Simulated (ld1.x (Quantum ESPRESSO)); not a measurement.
## selenium (Se), TM: configuration errors across variants

ld1.x (Quantum ESPRESSO) 7.5 input, shortened:

```
&input
   title='Se', zed=34., rel=1, dft='PBE', iswitch=3,
   config='[Ar] 3d10 4s2 4p4'
 /
 &inputp
   pseudotype=2, tm=.true., lloc=0,
   nlcc=.false.
 /
3
4P  2  1   4.00   0.00  1.55  1.55  0.0
3D  3  2  10.00   0.00  0.80  0.80  0.0
4S  1  0   2.00   0.00  1.10  1.10  0.0
 &test
   configts(1)='3d10 4s2 4p4'
 /
```

All-electron excitation energies from the reference (eV): (1) 3d10 4s2 4p3 10.845; (2) 3d10 4s2 4p2 31.193; (3) 3d10 4s2 4p1 62.061; (4) 3d10 4s0 4p6 21.964; (5) 3d10 4s2 4p3.5 4.310; (6) 3d10 4s2 4p0 104.245; (7) 3d9 4s2 4p4 64.091.

Tests that are not counted but printed errors over 1 eV. “wave 4s (bound): rc 1.10 bohr becomes 4s (bound): rc 0.90 bohr”: 3d9 4s2 4p4 (solver errors, printed error -2759 eV).

4 further variants failed, have other tests or too few solved ones, and are left out.

A true bound ghost makes a file unfit for plane-wave use even where its test errors are small: the radial tests pick states by their node count and pass the ghost by. Where a test does run into it, the solver fails or the error is huge.

The file “wave 4s (bound): rc 1.10 bohr becomes 4s (bound): rc 0.90 bohr” misses its own reference levels by 1.0 eV.

Errors AE − PS in meV (a dash: test not solved or not reliable):

```csv
change,(1),(2),(3),(4),(5),(6),(7),bound ghosts
base,-6.4,-22,-20,-37,-1.8,+77,-1033,p
wave 4s (bound): rc 1.10 bohr becomes 4s (bound): rc 0.90 bohr,+76,+242,+530,+20,+28,+1007,–,"p, s (extra level of the local part)"
wave 4s (bound): rc 1.10 bohr becomes 4s (bound): rc 1.00 bohr,-3.9,-9.2,+10.0,-105,-1.2,+126,+481,p
wave 4s (bound): rc 1.10 bohr becomes 4s (bound): rc 1.16 bohr,-5.9,-20,-20,-25,-1.7,+66,-1224,p
wave 4s (bound): rc 1.10 bohr becomes 4s (bound): rc 1.30 bohr,-2.4,-6.2,-0.7,-7.1,-0.9,+49,-1248,none
wave 4s (bound): rc 1.10 bohr becomes 4s (bound): rc 1.56 bohr,-2.0,-4.3,+1.8,-4.5,-0.8,+45,-1248,none
```

Q: Give the same row for: wave 4s (bound): rc 1.10 bohr becomes 4s (bound): rc 1.44 bohr.

A: -1.9, -4.0, +2.1, -3.3, -0.7, +43, -1249; bound ghosts: none.
